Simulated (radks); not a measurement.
The numbers below are computed, except where a source is named.
Ionisation of Ne+, [He] 2s2 2p5, to Ne2+, [He] 2s2 2p4, under several functionals. Scalar-relativistic Kohn-Sham, spin-polarised, spherical densities, finite nucleus; open shells are filled with parallel spins first; a radial shooting solver on a logarithmic mesh with Libxc functionals. Known Delta-SCF values: SOGGA 41.089 eV; XLYP 41.457 eV. What does PBEsol give, and what is its highest occupied eigenvalue?

Answer. 41.243 eV by Delta-SCF; the 2p eigenvalue is -31.081 eV. NIST: 40.963 eV (measured).
